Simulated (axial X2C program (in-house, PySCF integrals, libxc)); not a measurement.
**Spin–orbit effects along a row: molecules with Sr, PBE0**

All values come from calculations with an in-house all-electron X2C program for linear molecules (integrals from PySCF), spin-free (one-electron X2C) or two-component (2c: spin–orbit coupling with atomic mean-field Coulomb and Gaunt terms, which also bring small scalar terms), in Dyall basis sets with cores contracted in-house; open shells are unrestricted.

Basis sets: Al dyall-v3z, Cl dyall-v3z, Mg dyall-cv3z, S dyall-av3z, Si dyall-v3z, Sr dyall-cv3z, Sr dyall-v3z.

```
molecule   spin-free state  Re (Å)  ωe (cm⁻¹)  De (eV)  2c state  Re 2c (Å)  ωe 2c (cm⁻¹)  De 2c (eV)
    MgSr    M_S = 0, Λ = 0   4.076       72.0     0.14     Ω = 0      4.076          72.0        0.14
    SrAl  M_S = 1/2, Λ = 1   3.302      159.3     0.61   Ω = 1/2      3.300         159.7        0.62
    SrSi                 ?       ?          ?        ?         ?          ?             ?           ?
     SrS    M_S = 0, Λ = 0   2.420      405.8     3.64     Ω = 0      2.420         405.9        3.64
    SrCl  M_S = 1/2, Λ = 0   2.567      303.5     4.36   Ω = 1/2      2.567         303.5        4.35
```

Problem. Estimate the 2c Re and ωe of SrSi as the mean of its neighbours in the table.

Solution. Re ≈ 2.860 Å, ωe ≈ 282.8 cm⁻¹. The PBE0 runs give the row below, so the estimate misses by -0.056 Å and 50.6 cm⁻¹.

```tsv
molecule	spin-free state	Re (Å)	ωe (cm⁻¹)	De (eV)	2c state	Re 2c (Å)	ωe 2c (cm⁻¹)	De 2c (eV)
SrSi	M_S = 2, Λ = 0	2.916	232.2	n/a	Ω = 2	2.916	232.2	n/a
```

Each entry is the lowest single determinant of a limited PBE0 search at one distance. De goes to single-determinant-based atoms at the same level (for ions the charge split of lowest energy) and is withheld (n/a) where an atom does not fit its ground term or J level. Main or longest-lived isotopes. One determinant is a doubtful description, or other states lie close, for SrAl, SrSi; these need not be ground states, and all values refer to the states named. Some open-shell Ω = 0 determinants are out of reach, so the Ω given for SrSi need not be the lowest component. With several unpaired electrons the Ω given is that of one determinant, not necessarily of the lowest component. Some light 2c atoms are not at their ground J level, so De misses part of their lowering (0.04 eV or less). The functionals have no current term, which raises determinants with orbital currents. Where the atoms have a lower orbital projection than the molecule, De at mean-field level may be about a tenth of an eV too small.
